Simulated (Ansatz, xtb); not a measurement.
# A geometry optimisation of C2H6Ga with r2SCAN-D4/def2-SVP

The starting geometry of this gas-phase doublet has its atoms placed at random.

```xyz
9

C    -0.8860    2.2237    0.5560
C    -0.3584   -0.9599   -1.8549
Ga   -0.4403   -0.5294    0.7046
H     0.4087   -0.1107   -2.1291
H    -0.0078    2.2569   -0.3134
H     0.3766   -1.2392   -0.4547
H    -1.0698   -1.3036    1.6278
H    -2.1723   -1.0094    0.5105
H    -2.2041    0.0451   -0.2665
```

Guess where an optimisation with r2SCAN-D4/def2-SVP ends from this start.

It loosens into C2H4Ga + H2, which stay close as a complex. Distances that change by over a tenth: C1–H5 (1.24 → 1.09 Å), Ga3–H7 (1.36 → 1.56 Å). Contacts that open: Ga3–H6 (1.59 → 2.69 Å), Ga3–H8 (1.81 → 3.11 Å). Contacts that close: C1–Ga3 (2.79 → 1.91 Å), C2–Ga3 (2.60 → 1.93 Å), C2–H6 (1.61 → 1.10 Å), H8–H9 (1.31 → 0.76 Å).

The energy falls by 8.94 eV over 18 steps:

```
step  E − E(last) (eV)
   1             8.941
   3             5.111
   5             2.908
   7             1.066
   9             0.278
  10             0.116
  12             0.051
  14             0.008
  16             0.000
  18             0.000
```

Final geometry (Å):

```yaml
atoms:
  - { symbol: C, position_ang: [-0.4162, 1.7899, 0.5061] }
  - { symbol: C, position_ang: [0.3865, -0.9016, -1.1698] }
  - { symbol: Ga, position_ang: [-0.2014, -0.1039, 0.4807] }
  - { symbol: H, position_ang: [0.5828, -0.3143, -2.0765] }
  - { symbol: H, position_ang: [-0.4303, 2.8343, 0.1787] }
  - { symbol: H, position_ang: [0.5629, -1.9780, -1.2979] }
  - { symbol: H, position_ang: [-0.4661, -0.9276, 1.7739] }
  - { symbol: H, position_ang: [-3.2194, -0.7982, 0.2406] }
  - { symbol: H, position_ang: [-3.1522, -0.2271, -0.2553] }
```

From the same start GFN2-xTB ends elsewhere, in pieces: C2H4Ga + H2.

From so rough a start the end depends on the optimiser's path, so another program may land elsewhere. No frequencies were run, so the end isn't proven a minimum. Open shells are spin-unrestricted. Run with Ansatz 0.2.0, 4.7 min on 2 threads of Arm Neoverse V1 (shared host).
